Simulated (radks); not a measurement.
The numbers below are computed, except where a source is named.
The mean radii <r> (bohr) of the occupied orbitals of an atom or ion are listed with their occupations. Code: a radial shooting solver on a logarithmic mesh with Libxc functionals. Model: scalar-relativistic Kohn-Sham, SCAN, spin-polarised, spherical densities, finite nucleus; meta-GGA in the generalised Kohn-Sham scheme; Fermi nuclear charge, rms radius of each element as measured or else 0.836 A^(1/3) + 0.57 fm.

orbital  occ.      <r>
1s up       1  0.05214
1s down     1  0.05214
2s up       1   0.2348
2s down     1   0.2347
2p up       3   0.2064
2p down     3   0.2063
3s up       1   0.7087
3s down     1   0.7097
3p up       3   0.7437
3p down     3   0.7454
3d up       5   0.9114
3d down     4   0.9253

Name the element and its charge. Open shells, if any, are filled with parallel spins first.

Answer. Z = 29, copper, charge +2: Cu2+ in [Ar] 3d9. The 1s radius gives Z: for a bare nucleus <r> = (2 gamma + 1)/(2Z) with gamma = sqrt(1 - (Z/c)^2), 0.05094 bohr for Z = 29, and screening makes it slightly larger (0.05214 here). The occupations add up to 27, and the charge is Z minus that.
